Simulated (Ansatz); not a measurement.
Geometry optimisation, RKS B3LYP/cc-pVDZ (Ansatz).

Input file:

```yaml
crystal:
  periodic: [false, false, false]
  atoms:
    - { symbol: B, position_ang: [0.0, 0.0, 0.0] }
    - { symbol: "N", position_ang: [0.0, 0.0, 1.55] }
    - { symbol: H, position_ang: [-0.877, -0.2713, 2.08] }
    - { symbol: H, position_ang: [0.877, 0.2713, 2.08] }
    - { symbol: O, position_ang: [1.2211, 0.0, -0.705] }
    - { symbol: H, position_ang: [1.5209, -0.9519, -0.8599] }
    - { symbol: C, position_ang: [-1.3856, 0.0, -0.8] }
    - { symbol: H, position_ang: [-1.9458, -0.9305, -0.5708] }
    - { symbol: H, position_ang: [-1.9898, 0.8797, -0.4946] }
    - { symbol: H, position_ang: [-1.1839, 0.0508, -1.8903] }
basis:
  gaussian: { orbitals: cc-pVDZ }
hamiltonian:
  xc: b3lyp
relax:
  f_tol: 0.02
  max_steps: 40
```

Command:

```bash
$ ansatz run input.yaml --threads 1 --pin off --max-ram 2048MiB --backend cpu --events-out ev --progress --plain --runs-dir out
```

**Question.** Where does it end, and by what steps?

**Answer.** The run converged. The force dipped under the threshold on the way, but the program's further checks kept it going. After 23 steps the energy has fallen by 0.980 eV; H3 moved furthest, 0.79 Å.

```
step  energy less start (eV)  largest force component (eV/Å)  accepted
   0                  0.0000                           2.827       yes
   1                 -0.4661                           1.734       yes
   2                 -0.5462                           1.636       yes
   3                 -0.6429                           0.540       yes
   4                 -0.7368                           0.918       yes
   5                 -0.7652                           1.938       yes
   6                 -0.9441                           0.424       yes
   7                 -0.9472                           0.296       yes
   8                 -0.9625                           0.057       yes
   9                 -0.9656                           0.100       yes
  10                 -0.9672                           0.069       yes
  11                 -0.9681                           0.126       yes
  12                 -0.9731                           0.049       yes
  13                 -0.9759                           0.042       yes
  14                 -0.9561                           0.678        no
  15                 -0.9755                           0.213        no
  16                 -0.9770                           0.013       yes
  17                 -0.9775                           0.144       yes
  18                 -0.9763                           0.217        no
  19                 -0.9788                           0.047       yes
  20                 -0.9792                           0.002       yes
  21                 -0.9794                           0.013       yes
  22                 -0.9795                           0.020       yes
  23                 -0.9795                           0.005       yes
```

```xyz
10
Properties=species:S:1:pos:R:3
B 0.012 -0.157 0.153
N -0.006 0.195 1.517
H -0.835 0.513 1.998
H 0.822 0.149 2.099
O 1.232 -0.575 -0.357
H 1.173 -0.800 -1.293
C -1.293 -0.080 -0.746
H -1.542 -1.070 -1.172
H -2.184 0.275 -0.203
H -1.144 0.598 -1.607
```

Whether the end is a true minimum wasn't checked by a vibrational analysis.

Time of the run: 81 s on 1 thread of Arm Neoverse V1, on a shared host, peak memory 0.15 GiB.
